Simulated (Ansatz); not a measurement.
**Cost against result**

Saddle point of Si3H7F, singlet (Si₃H₇F ([F][SiH2][SiH2][SiH3]) → Si₂H₅F ([F][SiH2][SiH3]) + SiH₂ (still joined by a long Si–F bond); bonds formed: Si1–F3; bonds broken: Si1–Si2; bonds weakened to dative contacts: Si2–F3), PBE0-D4/def2-TZVP structure:

Si1  (-1.043, 0.015, -0.390)
Si2  (0.951, 1.599, -0.218)
F3  (-0.111, 0.956, -1.624)
H4  (0.854, 3.068, -0.516)
H5  (2.298, 1.270, -0.791)
H6  (-1.982, 0.919, 0.316)
H7  (-1.800, -0.642, -1.497)
Si8  (0.016, -1.554, 0.961)
H9  (-0.713, -2.853, 1.065)
H10  (0.170, -0.952, 2.310)
H11  (1.359, -1.827, 0.382)
(Å)

Barriers are electronic and count from the start structure reached by relaxing down the imaginary mode.

Computed with Ansatz 0.2.0 (basis: as named in each row); correlated methods freeze the cores. B3LYP uses VWN-RPA correlation. Extrapolation: Hartree–Fock as exp(−7.88 √X), correlation as X^−2.97.

Times are rough, for one single point on 4 threads of a shared host (Arm Neoverse V2).

The estimate by CCSD(T) at an estimated basis limit (MP2 extrapolated from triple and quadruple zeta, plus CCSD(T) − MP2 in triple zeta) is 54.10 kcal/mol.

| method | basis | time (s) | barrier (kcal/mol) | method less estimate |
| --- | --- | --- | --- | --- |
| HF | STO-3G | under 1 | 67.02 | 12.92 |
| PBE-D4 | STO-3G | under 1 | 43.46 | -10.64 |
| SPW92 | def2-SVP | under 1 | 43.09 | -11.01 |
| B3LYP-D4 | 6-31G | under 1 | 44.90 | -9.20 |
| PBE-D4 | def2-SVP | under 1 | 44.91 | -9.20 |
| PBE0-D4 | def2-SVP | 1 | 48.87 | -5.24 |
| SPW92 | def2-TZVPP | 1 | 47.08 | -7.02 |
| PBE-D4 | def2-TZVPP | 2 | 48.93 | -5.17 |
| BLYP-D4 | def2-TZVPP | 2 | 49.07 | -5.04 |
| B3LYP-D4 | def2-TZVPP | 2 | 52.28 | -1.82 |
| BHLYP-D4 | def2-TZVPP | 2 | 56.25 | 2.15 |
| CCSD(T) | def2-SVP | 3 | 51.36 | -2.74 |
| PBE0-D4 | def2-TZVPP | 3 | 52.92 | -1.18 |
| CAM-B3LYP-D4 | def2-TZVPP | 3 | 53.99 | -0.11 |
| r2SCAN-D4 | def2-TZVPP | 4 | 52.57 | -1.54 |
| wB97M-V | def2-SVP | 4 | 46.26 | -7.84 |
| r2SCAN0-D4 | def2-TZVPP | 4 | 54.84 | 0.74 |
| RPA on PBE | def2-TZVPP | 4 | 51.72 | -2.39 |
| B2PLYP | def2-TZVPP | 5 | 54.04 | -0.06 |
| PBE-QIDH | def2-TZVPP | 5 | 55.83 | 1.72 |
| wB97X-V | def2-TZVPP | 7 | 54.74 | 0.63 |
| wB97M-V | def2-TZVPP | 8 | 50.32 | -3.78 |
| B97M-V | def2-TZVPP | 8 | 52.10 | -2.00 |
| MP2 | def2-QZVPP | 20 | 54.89 | 0.78 |
| CCSD(T) | def2-TZVPP | 92 | 54.28 | 0.18 |

All methods are single points on the PBE0-D4 structures.

T1 diagnostic: at most 0.015.

Losses and insertions of silylenes and their heavier kin drive the gas-phase chemistry of silicon and germanium vapour deposition.

Labels in which every atom is bracketed show which atoms are joined, not bond orders.
